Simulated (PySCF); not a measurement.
Some computed properties have been withheld. Give your best values.

3-ethylfuran, C6H8O.
Geometry (PBE0-D3(BJ)/def2-SVP, Å), atoms numbered from 1 in this order:
```
atom  x, y, z in Å
C1    -2.010    0.618    0.486
C2    -1.201   -0.267   -0.457
C3     0.268   -0.245   -0.175
C4     1.163    0.873   -0.300
C5     2.390    0.425    0.084
O6     2.327   -0.873    0.439
C7     1.046   -1.270    0.282
H8    -1.692    1.670    0.419
H9    -3.084    0.578    0.246
H10   -1.881    0.301    1.532
H11   -1.562   -1.306   -0.395
H12   -1.374    0.052   -1.499
H13    0.918    1.877   -0.640
H14    3.367    0.895    0.153
H15    0.829   -2.307    0.528
```

```tsv
property	level	value
point group	PBE0-D3(BJ)/def2-SVP	C1
rotational constants A, B, C	PBE0-D3(BJ)/def2-SVP	6.854, 1.832, 1.582 GHz
dipole moment	CAM-B3LYP/def2-SVPD	0.98 D
HOMO energy	CAM-B3LYP/def2-SVPD	-7.81 eV
LUMO energy	CAM-B3LYP/def2-SVPD	1.34 eV
lowest singlet excitation	TDDFT CAM-B3LYP/def2-SVPD	6.23 eV (199 nm, f = 0.144)
strongest line among the 10 lowest singlet transitions	TDDFT CAM-B3LYP/def2-SVPD	?
lowest triplet excitation (Tamm–Dancoff)	TDA CAM-B3LYP/def2-SVPD	4.05 eV
static isotropic polarisability	CAM-B3LYP/def2-SVPD	71.6 au
vertical ionisation energy	ΔSCF CAM-B3LYP/def2-SVPD	?
electronic spatial extent ⟨r²⟩ about the centre of nuclear charge	CAM-B3LYP/def2-SVPD	799 bohr²
13C chemical shifts (computed TMS as zero) by class	GIAO KT3/pcSseg-2	139.4 (C5), 135.3 (C7), 127.4 (C3), 108.6 (C4), 24.6 (C2), 19.9 (C1) ppm
1H chemical shifts (computed TMS as zero) by class	GIAO KT3/pcSseg-2	?
isotropic shieldings of nuclei other than C and H, by class	GIAO KT3/pcSseg-2	39 (O6) ppm
largest of the computed one-bond spin–spin couplings (means over like bonds)	B3LYP/pcJ-1, spin–dipole term left out	13C–1H +210.6 (C5–H14), 13C–1H +209.5 (C7–H15), 13C–1H +180.8 (C4–H13), 13C–1H +133.2 (C1–H8 and 2 like it), 13C–1H +131.6 (C2–H11 and 1 like it), 13C–13C +76.9 (C3–C7), 13C–13C +76.5 (C4–C5), 13C–13C +55.1 (C3–C4) Hz
```

Gas-phase values; electronic properties from PySCF, density fitting. Geometry: PBE0-D3(BJ)/def2-SVP, one conformer, isolated molecule. NMR classes are plain means over equivalent atoms (diastereotopic ones count apart unless rotation or inversion swaps them), as if these changed places fast; in this geometry the members of some classes differ.

(1) The 1H chemical shifts (computed TMS as zero) by class?

(2) The vertical ionisation energy?

(3) Give the strongest line among the 10 lowest singlet transitions.

## Answers

(1) 7.42 (H14), 7.31 (H15), 6.42 (H13), 2.55 (H11/H12), 1.17 (H8/H9/H10) ppm.

(2) 8.60 eV.

(3) S10 at 8.02 eV (155 nm, f = 0.308).

The 10 singlets span 6.23 to 8.02 eV, and their oscillator strengths add up to 0.64. The dipole matches unit charges of opposite sign 0.20 Å apart (1 e·Å = 4.8032 D). With B = h/(8π²I), that is 505.379 GHz u Å² over I, the principal moments of inertia are 73.7, 275.8 and 319.5 u Å² (most abundant isotopes); the inertial defect Ic − Ia − Ib is -30.0 u Å² (zero for a rigid planar frame, negative otherwise). The rotational constants make it an asymmetric top with κ = (2B − A − C)/(A − C) = -0.90, nearer the prolate limit (−1).

For the TDDFT job (CAM-B3LYP/def2-SVPD), the run took 53 s of wall time on one thread of an x86-64 server, no GPU, on a shared host.
